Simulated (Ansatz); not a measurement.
Coupled-cluster diagnostics for the cluster Mo2O6, Ansatz.

Geometry of the singlet (r2SCAN-D4/def2-SVP):

```
atom    x (Å)    y (Å)    z (Å)
 Mo1   0.7687   0.0429  -0.4611
 Mo2  -1.3786  -0.5027   1.0285
  O3  -0.9504  -0.7555  -0.7828
  O4   1.4838   1.6746  -1.0769
  O5   1.8570  -1.2226  -0.4633
  O6  -1.5674   1.1176   1.5347
  O7  -0.7032  -1.5335   2.2014
  O8   0.4900   1.1793  -1.9804
```

In the def2 sets Mo takes a core potential; there is no spin–orbit coupling. Correlated methods freeze 6 core orbitals; core or outer-core shells of Mo are correlated, in sets that lack core-valence functions. The structure holds one bond between oxygen atoms, so isomers without such links may lie far lower. Another isomer (singlet) lies 5.12 eV lower at PBE0-D4/def2-TZVP; other spin states weren't run for this one.

Q: Estimate the CCSD(T) correlation energy, the shares of MP2 and (T), T1 and the reference's ⟨S²⟩ for: charge 0, singlet, own geometry in def2-SVP; and the rough time on 2 threads of AMD EPYC 7R13 on a shared host and a share (18 GiB) of an NVIDIA H100 80GB HBM3.

A: 
| state | basis | correlation (eV) | MP2 share (%) | (T) share (%) | T1 | ⟨S²⟩ (pure) | wall time | remarks |
| --- | --- | --- | --- | --- | --- | --- | --- | --- |
| charge 0, singlet, own geometry | def2-SVP | -55.043 | 102.7 | 6.1 | 0.039 | 0.00 (0.00) | 3.8 s | restricted SCF unstable |
Customary marks for T1 are 0.02 (closed shells), 0.045 (open shells) and about 0.05 (3d metals). T1 exceeds 0.02 in 1 of 1 rows and 0.045 in 0; the higher it lies, the less the single-reference result can be trusted.
